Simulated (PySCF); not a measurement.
CH$_{5}$B$_{2}$O, C$_{2}$H$_{6}$BO (calculated)

All values are calculated (PySCF 2.14.0). Calculation on a computer-drawn molecule: the log of a Hartree-Fock and frozen-core CCSD(T) single point meant for a local Hartree-Fock minimum, with one planted fault or none, to be diagnosed. Offsets are logged minus clean, where the clean run is the same molecule without the fault. The reference is restricted for singlets and unrestricted otherwise, and also for a bond in bohr or an excited solution. Adding or removing an electron swaps singlet and doublet. The excited solution moves the top pair (singlet) or top alpha electron (doublet) to the lowest empty orbital. Highest occupied and lowest empty are orbital energies over both spins, largest force is the largest gradient component, triples share is (T) over the correlation energy, the T1 limit is 0.02 restricted and 0.045 unrestricted, electrons count all cores, a negative frequency is imaginary (commonest isotopes), and the dipole is about the centre of nuclear charge.

Common to all runs: meant charge 0; meant multiplicity 2; meant basis cc-pVDZ; logged SCF converged yes; logged CC converged yes; logged SCF stable within its kind yes; possible faults no fault, one electron removed, one electron added, multiplicity raised by two, geometry at a saddle point, SCF held on an excited solution, minimal basis STO-3G, one bond length entered in bohr, all coordinates scaled.

(1) CH$_{5}$B$_{2}$O

Logged structure:
```xyz
9
CH5B2O
B      0.4419     2.1335    -1.5832
C      0.1958     0.8770    -0.7010
B      1.2027    -0.3210    -0.5342
O      0.9735    -1.3560     0.3036
H     -0.3303     3.0538    -1.5758
H      1.4146     2.1985    -2.2842
H     -1.5827     0.7817     0.3425
H      2.2287    -0.3613    -1.1547
H      0.1592    -1.3003     0.7812
```

```
logged electrons                     : 29
logged basis functions               : 81
logged spin squared                  : 1.4833
logged highest occupied              : -11.054 eV
logged lowest empty                  : 0.31711 eV
logged largest force                 : 0.018806 hartree/bohr
logged T1 diagnostic                 : 0.048901
logged D1 diagnostic                 : 0.21191
logged triples share                 : 0.031413
logged dipole magnitude              : 1.0464 debye
logged energy HF                     : -164.90715 hartree
logged energy CCSD(T)                : -165.42013 hartree
planted fault                        : one bond length entered in bohr, row 6 of the drawn bonds
HF energy offset from clean run      : 73.72 kcal/mol
CCSD(T) energy offset from clean run : 78.52 kcal/mol
```

Drawn bonds:
```tsv
atom	other atom	order
1	2	1
2	3	1
3	4	1
1	5	1
1	6	1
2	7	1
3	8	1
4	9	1
```

Notes: T1 above single-reference limit.

(2) C$_{2}$H$_{6}$BO

Logged structure:
```xyz
10
C2H6BO
B     -1.0433     0.9712    -0.5185
C     -1.0244     0.2621     0.8425
C     -1.3992     0.8372     2.1770
O     -1.6990     2.1986     2.1787
H     -1.4446     2.0960    -0.6373
H     -0.6656     0.3844    -1.4953
H     -0.7197    -0.7814     0.9012
H     -0.5620     0.7079     2.8675
H     -2.2274     0.2460     2.5946
H     -2.4279     2.3634     1.5995
```

```
logged electrons                     : 31
logged basis functions               : 26
logged spin squared                  : 0.76
logged highest occupied              : -8.9507 eV
logged lowest empty                  : 4.7244 eV
logged largest force                 : 0.044884 hartree/bohr
logged T1 diagnostic                 : 0.012341
logged D1 diagnostic                 : 0.070214
logged triples share                 : 0.010127
logged dipole magnitude              : 1.4774 debye
logged energy HF                     : -176.44069 hartree
logged energy CCSD(T)                : -176.65026 hartree
planted fault                        : minimal basis STO-3G
HF energy offset from clean run      : 1435 kcal/mol
CCSD(T) energy offset from clean run : 1673 kcal/mol
```

Drawn bonds:
```tsv
atom	other atom	order
1	2	1
2	3	1
3	4	1
1	5	1
1	6	1
2	7	1
3	8	1
3	9	1
4	10	1
```

(3) C$_{2}$H$_{6}$BO

Structure as in entry 2.

```
logged electrons                     : 30
logged basis functions               : 86
logged spin squared                  : 0
logged highest occupied              : -18.289 eV
logged lowest empty                  : -7.5054 eV
logged largest force                 : 0.090996 hartree/bohr
logged T1 diagnostic                 : 0.026975
logged D1 diagnostic                 : 0.12052
logged triples share                 : 0.02663
logged dipole magnitude              : 4.5633 debye
logged energy HF                     : -178.40341 hartree
logged energy CCSD(T)                : -178.97449 hartree
planted fault                        : one electron removed
HF energy offset from clean run      : 203.7 kcal/mol
CCSD(T) energy offset from clean run : 214.3 kcal/mol
```

Drawn bonds:
```tsv
atom	other atom	order
1	2	1
2	3	1
3	4	1
1	5	1
1	6	1
2	7	1
3	8	1
3	9	1
4	10	1
```

Notes: T1 above single-reference limit.

(4) C$_{2}$H$_{6}$BO

Structure as in entry 2.

```
logged electrons                     : 31
logged basis functions               : 86
logged spin squared                  : 0.7578
logged highest occupied              : -10.218 eV
logged lowest empty                  : 1.0601 eV
logged largest force                 : 1.004e-05 hartree/bohr
logged lowest frequency              : 137.66 cm⁻¹
logged T1 diagnostic                 : 0.012783
logged D1 diagnostic                 : 0.051865
logged triples share                 : 0.024826
logged dipole magnitude              : 1.7681 debye
logged energy HF                     : -178.72806 hartree
logged energy CCSD(T)                : -179.31601 hartree
planted fault                        : no fault
HF energy offset from clean run      : 0 kcal/mol
CCSD(T) energy offset from clean run : 0 kcal/mol
```

Drawn bonds:
```tsv
atom	other atom	order
1	2	1
2	3	1
3	4	1
1	5	1
1	6	1
2	7	1
3	8	1
3	9	1
4	10	1
```
